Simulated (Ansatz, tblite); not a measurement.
Forces on the cluster ZnBr₂⁻ at its PBE-D4/def2-TZVPD geometry. Total charge -1; doublet.

The xTB rows come from tblite. At revPBE-D4/def2-TZVPD the highest occupied level of the charge -1 doublet lies above zero (up to 0.22 eV). By energy differences its removal costs 2.43 eV (vertical, to the charge 0 singlet, at PBE0-D4/def2-TZVPD). The structure comes from a short search, and lower isomers may exist.

GFN1-xTB (tblite), largest force 1.15 eV/Å:

```xyz
3
positions Å, forces eV/Å
Zn    0.621    0.075    0.532    0.873    0.104    0.748
Br   -0.261    2.071   -0.620   -0.418    0.745   -0.508
Br   -0.359   -2.146    0.088   -0.455   -0.850   -0.240
```

GFN2-xTB (tblite), largest force 1.71 eV/Å:

```
Zn 1.294 0.156 1.109
Br -0.624 0.929 -0.724
Br -0.670 -1.085 -0.386
```

revPBE-D4/def2-TZVPD (Ansatz), largest force 0.12 eV/Å:

```
Zn 0.093 0.010 0.080
Br -0.044 0.085 -0.055
Br -0.048 -0.095 -0.025
```
